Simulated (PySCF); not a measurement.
## Dipole moment and polarisability of `C=CP1C=C1C(F)(F)F`

Species: C5H4F3P.
Structure used (GFN2-xTB), in Å, numbered top down from 1:
```
atom  x, y, z in Å
C1     2.7878   -0.6688   -0.0422
C2     1.5544   -0.2207    0.1431
P3     0.6961    0.7851   -1.1171
C4    -0.5709    1.6053   -0.0448
C5    -1.0472    0.5056   -0.5761
C6    -2.2472   -0.3437   -0.6431
F7    -2.0389   -1.5509   -0.0873
F8    -3.2966    0.1970    0.0031
F9    -2.6471   -0.5670   -1.9045
H10    3.3350   -0.4520   -0.9453
H11    3.2989   -1.2676    0.6943
H12    1.0055   -0.4454    1.0516
H13   -0.8343    2.4236    0.5893
```

Level: PBE0/def2-SVPD (PySCF), static field, nuclei fixed, core orbitals frozen in the response. The polarisability tensor in these axes (au):

```
x   112.68  -9.75  -0.17
y    -9.75  75.93  -0.10
z    -0.17  -0.10  69.20
```

Diagonalise the tensor; give its mean and Δα, where Δα² is half the sum of the squared differences of the eigenvalues.

Principal values 69.19, 73.50 and 115.11 au; mean 85.94 au = 12.73 Å³ = 14.17 × 10⁻⁴⁰ C²·m²/J; Δα = 43.92 au (51 % of the mean).

What is the dipole moment, and where does it point?

(2.04, 1.10, 1.36) D, 2.69 D in size, pointing from the negative to the positive side. Measured along this direction, the outermost atoms are F9 at the negative end and H11 at the positive end.

How large is μ²/3kT at 400 K beside α?

In Gaussian units μ²/3kT = 43.62 Å³ against 12.73 Å³, a ratio of 3.43; the Debye molar polarisation (4π/3)N_A(α + μ²/3kT) is 142.2 cm³/mol, leaving out the vibrational part.

In TDDFT the mean static polarisability is Σ f/ω² over all singlet excitations (ω in hartree). How much of it do the 8 lowest give? Their energies (eV) and oscillator strengths: 4.62, 0.0100; 5.06, 0.0303; 5.19, 0.0014; 6.26, 0.1841; 6.44, 0.0054; 6.71, 0.0776; 6.85, 0.1746; 6.93, 0.0945.

They add up to 10.32 au, 12.0 % of the 85.94 au; the largest single term is 3.47 au, from the state at 6.26 eV. Terms in order: 0.35, 0.88, 0.04, 3.47, 0.10, 1.27, 2.76, 1.46 au. Higher excitations give the rest. The strengths listed sum to 0.578.

Molar refractivity from α?

Lorentz–Lorenz: R = (4π/3)N_A α = 2.5225 cm³/(mol·Å³) × 12.73 Å³ = 32.1 cm³/mol, in the limit of long wavelengths.

Directions of the eigenvectors, and the extent of the frame along each?

Largest value along (0.97, -0.24, 0.00), where the nuclei span 6.75 Å; middle along (0.24, 0.97, -0.03), 4.12 Å; least along (0.01, 0.03, 1.00), 3.00 Å. The response follows the extents in order.

What are the principal values of the traceless quadrupole moment, Θ = ½Σq(3rr − r²1), about the centre of nuclear charge?

-5.83, -0.01, 5.85 D·Å. The values depend on the origin, since the dipole doesn't vanish. The electronic extent ⟨r²⟩ about the same centre is 1536 bohr², a root-mean-square distance of 2.38 Å for the 76 electrons.

One conformer (not necessarily the lowest) at the GFN2-xTB geometry, without solvent, vibrations or thermal averaging.

The run behind these numbers computed excited states as well. Rough CPU time on one thread of a shared machine: about 1.7 min.
